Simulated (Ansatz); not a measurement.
`[F][Ga]([Cl])[Cl]` + CH₃OH → `C[O][Ga]([Cl])[Cl]` + H–F at 400 K and 1 bar (ligand exchange at a Ga–F bond).

Program: Ansatz. Geometries: PBE0-D4/def2-TZVP. ΔE: electronic, gas phase. CBS: MP2 limit from def2 TZ/QZ plus the TZ coupled-cluster correction, frozen cores. This one scheme is used for every species. For Ga outer-core shells are correlated without core-valence functions, which leaves a few kJ/mol of doubt a bond. Scalar relativity is left out up to krypton. One conformer a species, not always the lowest.

```
             species  CCSD(T)/CBS energy (Eh)  H − E (kJ/mol)  S (J/(mol·K))
 `[F][Ga]([Cl])[Cl]`              -2943.43698            36.5          345.6
               CH₃OH               -115.61712           151.2          252.6
`C[O][Ga]([Cl])[Cl]`              -2958.65291           150.1          410.5
                 H–F               -100.39570            36.5          182.2
```

H − E and S are ideal-gas, rigid-rotor, harmonic terms from PBE0-D4/def2-TZVP, for one conformer and one mirror image of each species. 1 Eh = 2625.50 kJ/mol, R = 8.31446 J/(mol·K).

Task: By hand: ΔE, ΔH, ΔS and ΔG.

Result: ΔE = (-2958.65291) + (-100.39570) − (-2943.43698) − (-115.61712) = 0.00549 Eh = 14.4 kJ/mol. Δ(H − E) = 150.1 + 36.5 − 36.5 − 151.2 = -1.1, so ΔH = 13.3 kJ/mol. ΔS = 410.5 + 182.2 − 345.6 − 252.6 = -5.5 J/(mol·K). ΔG = 13.3 − 400 × (-5.5)/1000 = 15.5 kJ/mol.

Task: By hand: the equilibrium constant, and the temperature at which ΔG would vanish if ΔH and ΔS stayed fixed.

Result: log₁₀ K = −ΔG/(RT ln 10) = -2.0. ΔH and −TΔS have one sign here, so there is no such temperature.

The number of gas molecules stays the same, so ΔS is small and ΔH decides. A doubt of 5 kJ/mol in ΔE shifts log₁₀ K by 0.7 here. Other conformers and mirror images would add mixing entropy, several J/(mol·K) or more a flexible species. These are equilibria of isolated gas molecules and say nothing of rates. Largest T1 diagnostic: 0.013 (customary marks: 0.02 for closed shells, 0.045 for open ones).

ΔS is within the doubt of such terms, so its sign, and with it that verdict, could turn.
